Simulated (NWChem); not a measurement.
System: CuNH₄S; SMILES [Cu](<-[NH3])[SH]

```xyz
7

Cu    -0.0084     0.2800     0.0001
S     -0.0561    -1.8575     0.0000
H      1.2930    -1.9740     0.0000
N     -0.0137     2.2419     0.0000
H     -0.9633     2.6150    -0.0478
H      0.4942     2.6319    -0.7955
H      0.4122     2.6321     0.8421
```
Atoms are numbered in this order, from 1.

Results from NWChem. Structure relaxed at the PBE0/def2-SVP level. Total energies compare along this basis series because the functional is fixed.

```
level            basis functions  energy (Ha)  highest occupied level (eV)  orbital gap (eV)  dipole (D)
---------------  ---------------  -----------  ---------------------------  ----------------  ----------
PBE/pcseg-1                   83   -2095.2613                        -4.06              2.74        8.46
PBE/aug-pcseg-1              133   -2095.2801                        -4.37              2.47        7.98
PBE/pcseg-2                  176   -2095.5590                            …                 …           …
PBE/def2-SVP                  83   -2095.0344                        -3.63              2.46        8.20
```

### Question
Fill in the missing entries.

### Answer

- PBE/pcseg-2, highest occupied level (eV): -4.20
- PBE/pcseg-2, orbital gap (eV): 2.56
- PBE/pcseg-2, dipole (D): 8.13
